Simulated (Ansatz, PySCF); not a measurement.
C₂H₇AlFN, SMILES C[NH][Al]([CH3])[F]. Atoms are numbered in the order given.

```xyz
12

Al    -0.0695     0.1509     0.5250
F     -0.8582    -0.2778     1.9376
C      1.3818     1.4423     0.5688
H      1.8100     1.6317    -0.4286
H      2.1972     1.0939     1.2251
H      1.0361     2.4074     0.9761
N     -0.6588    -0.6492    -0.9428
C     -0.1982    -0.5026    -2.3118
H     -1.4261    -1.3131    -0.8665
H     -0.9873    -0.1291    -2.9922
H      0.1805    -1.4501    -2.7407
H      0.6313     0.2215    -2.3602
```
Charge 0, spin multiplicity 1.

Geometry: B3LYP-D3(BJ)/def2-SVP. Other conformers were not sampled.

Two levels are set side by side: PBE-D3(BJ)/def2-SVP (Ansatz, a program for electronic structure) and B3LYP-D3(BJ)/def2-SVP (Ansatz). Each level has its own optimised geometry; the coordinates shown are those of the second. Frequencies come from the Hessian of PySCF at each geometry. Differences are taken from unrounded values.

```json
[
 {"quantity": "mean bond length (Å)", "B3LYP-D3(BJ)": "1.317", "PBE-D3(BJ)": "1.324", "PBE-D3(BJ) minus B3LYP-D3(BJ)": "0.008"},
 {"quantity": "bond Al1–F2 (Å)", "B3LYP-D3(BJ)": "1.674", "PBE-D3(BJ)": "1.686", "PBE-D3(BJ) minus B3LYP-D3(BJ)": "0.012"},
 {"quantity": "bond Al1–C3 (Å)", "B3LYP-D3(BJ)": "1.943", "PBE-D3(BJ)": "1.950", "PBE-D3(BJ) minus B3LYP-D3(BJ)": "0.007"},
 {"quantity": "bond Al1–N7 (Å)", "B3LYP-D3(BJ)": "1.773", "PBE-D3(BJ)": "1.784", "PBE-D3(BJ) minus B3LYP-D3(BJ)": "0.012"},
 {"quantity": "bond N7–C8 (Å)", "B3LYP-D3(BJ)": "1.452", "PBE-D3(BJ)": "1.452", "PBE-D3(BJ) minus B3LYP-D3(BJ)": "0.000"},
 {"quantity": "bond C3–H4 (Å)", "B3LYP-D3(BJ)": "1.102", "PBE-D3(BJ)": "1.109", "PBE-D3(BJ) minus B3LYP-D3(BJ)": "0.007"},
 {"quantity": "bond C3–H5 (Å)", "B3LYP-D3(BJ)": "1.103", "PBE-D3(BJ)": "1.110", "PBE-D3(BJ) minus B3LYP-D3(BJ)": "0.007"},
 {"quantity": "bond C3–H6 (Å)", "B3LYP-D3(BJ)": "1.103", "PBE-D3(BJ)": "1.110", "PBE-D3(BJ) minus B3LYP-D3(BJ)": "0.007"},
 {"quantity": "bond N7–H9 (Å)", "B3LYP-D3(BJ)": "1.018", "PBE-D3(BJ)": "1.025", "PBE-D3(BJ) minus B3LYP-D3(BJ)": "0.007"},
 {"quantity": "bond C8–H10 (Å)", "B3LYP-D3(BJ)": "1.107", "PBE-D3(BJ)": "1.115", "PBE-D3(BJ) minus B3LYP-D3(BJ)": "0.008"},
 {"quantity": "bond C8–H11 (Å)", "B3LYP-D3(BJ)": "1.107", "PBE-D3(BJ)": "1.115", "PBE-D3(BJ) minus B3LYP-D3(BJ)": "0.008"},
 {"quantity": "bond C8–H12 (Å)", "B3LYP-D3(BJ)": "1.102", "PBE-D3(BJ)": "1.110", "PBE-D3(BJ) minus B3LYP-D3(BJ)": "0.008"},
 {"quantity": "highest harmonic wavenumber (cm⁻¹)", "B3LYP-D3(BJ)": "3566", "PBE-D3(BJ)": "3494", "PBE-D3(BJ) minus B3LYP-D3(BJ)": "-72"},
 {"quantity": "mean harmonic wavenumber (cm⁻¹)", "B3LYP-D3(BJ)": "1350", "PBE-D3(BJ)": "1317", "PBE-D3(BJ) minus B3LYP-D3(BJ)": "-33"},
 {"quantity": "zero-point energy (kcal/mol)", "B3LYP-D3(BJ)": "57.90", "PBE-D3(BJ)": "56.48", "PBE-D3(BJ) minus B3LYP-D3(BJ)": "-1.42"}
]
```

GGA bonds tend to be longer and softer than those of functionals with exact exchange. Differences between two approximate levels are no errors against the true value.
